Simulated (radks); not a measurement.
The numbers below are computed, except where a source is named.
Excited configurations of Zr I: one electron is placed in a higher orbital outside [Kr] 4d2 5s1. The ground configuration is [Kr] 4d2 5s2. Code: a radial shooting solver on a logarithmic mesh with Libxc functionals. Model: scalar-relativistic Kohn-Sham, PBE, spin-polarised, spherical densities, finite nucleus; open shells are filled with parallel spins first (spin-orbit coupling, left out, can overturn this in heavy ions); Fermi nuclear charge, rms radius 4.2694 fm. Excitation = E - E(ground); binding = E(ion) - E, where the ion is the core of charge +1; n* = 1/sqrt(2 binding) in atomic units, and the quantum defect is n - n*.

outer orbital  excitation (eV)  binding (eV)     n*  quantum defect  eigenvalue (eV)  <r> (bohr)
4f                       5.458         0.981  3.725           0.275           -0.470       16.20
5p                       1.962         4.476  1.744           3.256           -2.372       4.731
5f                       5.740         0.698  4.415           0.585           -0.404       27.24
6s                       4.004         2.434  2.364           3.636           -1.490       9.180
6p                       4.622         1.816  2.737           3.263           -1.085       11.50

The Delta-SCF ionisation energy is 6.438 eV (NIST Atomic Spectra Database: 6.634 eV, measured). Self-interaction in the functional shifts the binding energies and quantum defects, so they are the method's values and not measured ones. Open shells are spherical and high-spin; term and fine-structure splittings are not resolved.
